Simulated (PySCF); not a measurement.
Molecule: `COB(OC)OC`, C$_{3}$H$_{9}$BO$_{3}$.

Bonds (- single, = double, # triple, : aromatic): C1-O2, O2-B3, B3-O4, O4-C5, B3-O6, O6-C7. C1 carries H8, H9, H10; C5 carries H11, H12, H13; C7 carries H14, H15, H16.

Geometry PBE0-D3(BJ)/def2-SVP throughout; GIAO in PySCF 2.14.0 with density-fitted response routines, gas phase, one conformer, non-relativistic; equivalent atoms averaged; basis pcSseg-1.

Question: How do the shifts δ (against TMS, H2O, BF3·OEt2 at the same level) depend on the functional? (ppm; last column core-seconds on shared hosts with different chips, so compare them loosely; the GGAs took longer than the global hybrids here, which isn't the general rule, and the cause wasn't traced)

Answer: 
```csv
functional,kind,C1/C5/C7,O2/O4/O6,B3,H8/H9/H10/H11/H12/H13/H14/H15/H16,core-s
HF,Hartree–Fock,48.2,32.3,20.4,3.34,7.4
BLYP,GGA,54.3,78.0,15.9,3.59,24
KT2,GGA,52.9,66.4,14.8,3.55,24
KT3,GGA,52.3,67.0,14.7,3.51,20
B97-D,GGA,53.4,67.4,15.4,3.57,20
PBE0,global hybrid,52.3,62.4,17.4,3.49,18
mPW1PW91,global hybrid,52.4,61.9,17.4,3.48,16
WP04,global hybrid,54.3,57.1,17.6,3.35,16
B97-2,global hybrid,52.2,59.6,17.0,3.47,16
wB97X-D,range-separated hybrid,52.6,56.1,17.8,3.46,22
```

Question: Which nucleus moves most, in ppm?

Answer: O2/O4/O6 (oxygen bonded to C, B): from 32.3 ppm with HF to 78.0 ppm with BLYP. The smallest spread is 0.25 ppm, at H8/H9/H10/H11/H12/H13/H14/H15/H16. Proton shifts span only some 12 ppm, so a few tenths of a ppm matter as much there as several ppm in carbon.
